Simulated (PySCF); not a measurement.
# Exact mass, isotope pattern and composition

Species: 2-bromophenol (`Oc1ccccc1Br`).

Calculated from tabulated atomic weights, isotope masses and abundances; no fragmentation.

Problem. Find the molar and monoisotopic masses of C6H5BrO.

Solution. For C6H5BrO, with standard atomic weights, 1 × 15.999 + 6 × 12.011 + 1 × 79.904 + 5 × 1.008 = 173.009 g/mol. From the most abundant isotopes (16O, 12C, 79Br, 1H), 1 × 15.994915 + 6 × 12.000000 + 1 × 78.918337 + 5 × 1.007825 = 171.9524 u.

Problem. Give the isotope pattern of the molecular ion M+•, merging species of the same nominal mass.

Solution. 
```json
{"nominal mass": "172", "m/z (centroid)": "171.9518", "relative intensity": "100.0"}
{"nominal mass": "173", "m/z (centroid)": "172.9552", "relative intensity": "6.6"}
{"nominal mass": "174", "m/z (centroid)": "173.9498", "relative intensity": "97.7"}
{"nominal mass": "175", "m/z (centroid)": "174.9532", "relative intensity": "6.4"}
{"nominal mass": "176", "m/z (centroid)": "175.9552", "relative intensity": "0.4"}
```

Lines under 0.1 % of the tallest are left out. One electron mass, 0.00055 u, is taken off. Abundances used (%; other tables differ somewhat): 16O 99.757, 17O 0.038, 18O 0.205; 12C 98.93, 13C 1.07; 79Br 50.69, 81Br 49.31; 1H 99.9885, 2H 0.0115.

Problem. What share of all molecules is the monoisotopic species?

Solution. 0.99757 × 0.9893^6 × 0.5069 × 0.999885^5 = 47.38 %.

Problem. List the species in which a single atom is changed from its most abundant isotope.

Solution. Intensity in % of the monoisotopic species:

```tsv
isotope	mass shift (u)	m/z	intensity (%)
13C	+1.00335	172.9552	6.49
17O	+1.00422	172.9560	0.04
2H	+1.00628	172.9581	0.06
81Br	+1.99795	173.9498	97.28
18O	+2.00425	173.9561	0.21
```

Species under 0.02 % are left out.

Problem. Find the degree of unsaturation and check the nitrogen rule.

Solution. (2 × 6 + 2 + 0 − 6)/2 = 4; the structure has 1 ring and 3 π bonds. The nominal mass 172 is even, with 0 nitrogens, as the rule says.
